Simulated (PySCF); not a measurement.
**Field gradients at the hydrogen positions**

Species: C8H16OSi.
SMILES with atom numbers: `[SiH3:1][O:2][C@:3]12[CH2:4][CH2:5][CH2:6][C@H:7]1[CH2:8][CH2:9][CH2:10]2` (hydrogens: H11, H12, H13 on Si1; H14, H15 on C4; H16, H17 on C5; H18, H19 on C6; H20 on C7; H21, H22 on C8; H23, H24 on C9; H25, H26 on C10)

Geometry (PBE0-D3(BJ)/def2-SVP, Å), atoms numbered from 1 in this order:
```
atom  x, y, z in Å
Si1    3.3374   -0.3728    0.3542
O2     1.7125   -0.4669    0.6945
C3     0.6441    0.1934    0.0342
C4     0.7858    1.7217    0.0441
C5    -0.6484    2.2269    0.1568
C6    -1.2654    1.2667    1.1753
C7    -0.6816   -0.1030    0.8070
C8    -1.5371   -0.9554   -0.1445
C9    -0.5333   -1.5723   -1.1141
C10    0.4194   -0.4105   -1.3616
H11    3.8382    1.0365    0.4108
H12    4.0178   -1.1898    1.3954
H13    3.6687   -0.9194   -1.0000
H14    1.3328    2.1102   -0.8295
H15    1.3491    2.0096    0.9470
H16   -0.7140    3.2843    0.4550
H17   -1.1629    2.1368   -0.8158
H18   -0.9420    1.5574    2.1881
H19   -2.3664    1.2755    1.1738
H20   -0.4156   -0.6877    1.6990
H21   -2.1504   -1.6971    0.3890
H22   -2.2337   -0.3069   -0.7050
H23    0.0108   -2.3964   -0.6238
H24   -0.9918   -1.9723   -2.0312
H25    1.3663   -0.6893   -1.8486
H26   -0.0715    0.3366   -2.0084
```

Level: PBE0/pcSseg-1 (PySCF, non-relativistic); Q(2H) = 0.00286 b; rigid geometry, the same for H and D, with no vibrational averaging.

**Question.** Rank these positions by the coupling χzz of a deuteron there, largest first.
A. H12 (Si–H hydrogen)
B. H15 (methylene hydrogen)
C. H21 (methylene hydrogen)
D. H13 (Si–H hydrogen)

**Answer.** C (197 kHz), B (191 kHz), A (95 kHz), D (91 kHz).

**Question.** Give the electric field gradient Vzz (the principal value of largest size), its asymmetry and the 2H coupling at each hydrogen.

**Answer.** 
```tsv
atom	bonded to	bond length (Å)	Vzz (au)	η	χzz (kHz)
H11	Si1	1.497	0.1361	0.04	91
H12	Si1	1.488	0.1417	0.03	95
H13	Si1	1.497	0.1356	0.05	91
H14	C4	1.102	0.2898	0.01	195
H15	C4	1.102	0.2845	0.02	191
H16	C5	1.101	0.2923	0.00	196
H17	C5	1.104	0.2845	0.00	191
H18	C6	1.102	0.2867	0.01	193
H19	C6	1.101	0.2908	0.01	195
H20	C7	1.099	0.2885	0.02	194
H21	C8	1.100	0.2925	0.00	197
H22	C8	1.105	0.2827	0.01	190
H23	C9	1.103	0.2848	0.01	191
H24	C9	1.101	0.2925	0.01	197
H25	C10	1.101	0.2900	0.02	195
H26	C10	1.103	0.2840	0.01	191
```

**Question.** Average by the element that carries the hydrogen.

**Answer.** on Si: 93 kHz over 3 positions, mean bond length 1.494 Å; on C: 194 kHz over 13 positions, mean bond length 1.102 Å.

One conformer (not necessarily the lowest) at the PBE0-D3(BJ)/def2-SVP geometry, without solvent, vibrations or thermal averaging. A larger basis could move these couplings by a tenth or more.
